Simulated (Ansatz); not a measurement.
## BBrH8Si3: where a starting geometry ends

The starting geometry of this gas-phase singlet was optimised with GFN2-xTB; its bonds are those of `B[SiH2][SiH2][SiH2]Br`.

```yaml
atoms:
  - { symbol: B, position_ang: [0.5109, 2.9190, 0.5005] }
  - { symbol: Br, position_ang: [-3.7611, 2.2832, -0.1614] }
  - { symbol: Si, position_ang: [0.5136, 1.8203, -1.0957] }
  - { symbol: Si, position_ang: [-0.9505, 0.0056, -0.8028] }
  - { symbol: Si, position_ang: [-3.1622, 0.4538, -1.3172] }
  - { symbol: H, position_ang: [-0.2962, 3.7497, 0.6617] }
  - { symbol: H, position_ang: [1.2685, 2.7288, 1.3732] }
  - { symbol: H, position_ang: [0.0393, 2.4520, -2.3449] }
  - { symbol: H, position_ang: [1.7929, 1.2120, -1.5107] }
  - { symbol: H, position_ang: [-0.9557, -0.4888, 0.5865] }
  - { symbol: H, position_ang: [-0.6140, -1.1897, -1.5920] }
  - { symbol: H, position_ang: [-3.4472, 0.8730, -2.6889] }
  - { symbol: H, position_ang: [-4.2282, -0.4742, -0.9419] }
```

Problem. Where would you expect an optimisation with PBE0-D3(BJ)/def2-SVP to take it?

Solution. A new bond forms, giving a structure with Br2 bridging B1 and Si5, given below by its coordinates. Contacts that close: B1–Br2 (4.37 → 2.25 Å).

The energy falls by 0.63 eV over 37 steps:

```json
{"step": "1", "E − E(last) (eV)": "0.630"}
{"step": "5", "E − E(last) (eV)": "0.351"}
{"step": "9", "E − E(last) (eV)": "0.335"}
{"step": "13", "E − E(last) (eV)": "0.222"}
{"step": "17", "E − E(last) (eV)": "0.035"}
{"step": "21", "E − E(last) (eV)": "0.012"}
{"step": "25", "E − E(last) (eV)": "0.003"}
{"step": "29", "E − E(last) (eV)": "0.001"}
{"step": "33", "E − E(last) (eV)": "0.000"}
{"step": "37", "E − E(last) (eV)": "0.000"}
```

Final geometry (Å):

```xyz
13

B    -0.4522    2.8709    0.2596
Br   -2.5627    2.8540   -0.5110
Si    0.5259    1.7146   -1.0765
Si   -0.7408   -0.2653   -1.1586
Si   -2.9150    0.6015   -0.9337
H    -0.2684    4.0679    0.2020
H    -0.5943    2.3929    1.3643
H     0.5556    2.2328   -2.4839
H     1.9263    1.3497   -0.6861
H    -0.5348   -1.1620    0.0214
H    -0.7256   -1.0903   -2.4066
H    -3.7734    0.6322   -2.1526
H    -3.7304    0.1459    0.2283
```

No frequencies were run, so the end isn't proven a minimum. Run with Ansatz 0.2.0, 2.9 min on 2 threads of Intel(R) Xeon(R) Platinum 8259CL CPU @ 2.50GHz (Skylake/Cascade Lake), with other jobs on the host.
